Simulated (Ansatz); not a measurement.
Basis sets compared for Ge(iPr)2Cl2 (C₆H₁₄Cl₂Ge). The state is a singlet with charge 0. Geometry PBE-D4/def2-SVP. Ansatz on 4 threads of Arm Neoverse V1 on a shared host; times are rough, and most runs start from earlier orbitals.

| atom | x (Å) | y (Å) | z (Å) |
| --- | --- | --- | --- |
| Ge1 | 0.292 | 0.665 | 0.362 |
| C2 | -1.287 | 0.781 | -0.824 |
| C3 | -0.929 | 0.202 | -2.199 |
| C4 | -1.812 | 2.218 | -0.890 |
| H5 | -2.044 | 0.132 | -0.329 |
| H6 | -0.604 | -0.858 | -2.142 |
| H7 | -0.112 | 0.781 | -2.677 |
| H8 | -1.806 | 0.243 | -2.879 |
| H9 | -2.718 | 2.274 | -1.530 |
| H10 | -2.076 | 2.603 | 0.115 |
| H11 | -1.049 | 2.899 | -1.322 |
| C12 | 1.145 | -1.096 | 0.653 |
| C13 | 0.099 | -2.086 | 1.181 |
| C14 | 2.367 | -0.963 | 1.566 |
| H15 | 1.474 | -1.405 | -0.365 |
| H16 | -0.757 | -2.211 | 0.485 |
| H17 | -0.307 | -1.755 | 2.159 |
| H18 | 0.552 | -3.089 | 1.331 |
| H19 | 2.866 | -1.947 | 1.695 |
| H20 | 3.109 | -0.252 | 1.153 |
| H21 | 2.074 | -0.598 | 2.571 |
| Cl22 | -0.286 | 1.432 | 2.338 |
| Cl23 | 1.810 | 2.030 | -0.451 |

Binding counts from free atoms (Ge triplet, C triplet, H doublet, Cl doublet) in the same basis, without a counterpoise term.

```json
{"level": "PBE-D4/def2-SVP", "functions": "222", "energy (Eh)": "-3232.8551", "HOMO (eV)": "-6.46", "LUMO (eV)": "-0.88", "binding per atom (eV)": "4.06", "wall time": "4.2 s"}
{"level": "PBE0-D4/def2-SVP", "functions": "222", "energy (Eh)": "-3233.0390", "HOMO (eV)": "-7.73", "LUMO (eV)": "0.10", "binding per atom (eV)": "4.02", "wall time": "7.5 s"}
```

Task: Estimate the rows for PBE-D4/def2-TZVP, PBE0-D4/def2-TZVP (with forces).

Result: 
```csv
level,functions,energy (Eh),HOMO (eV),LUMO (eV),binding per atom (eV),wall time
PBE-D4/def2-TZVP,392,-3233.6919,-6.58,-1.20,4.03,9 s
PBE0-D4/def2-TZVP (with forces),392,-3233.8643,-7.77,-0.21,3.98,30 s
```
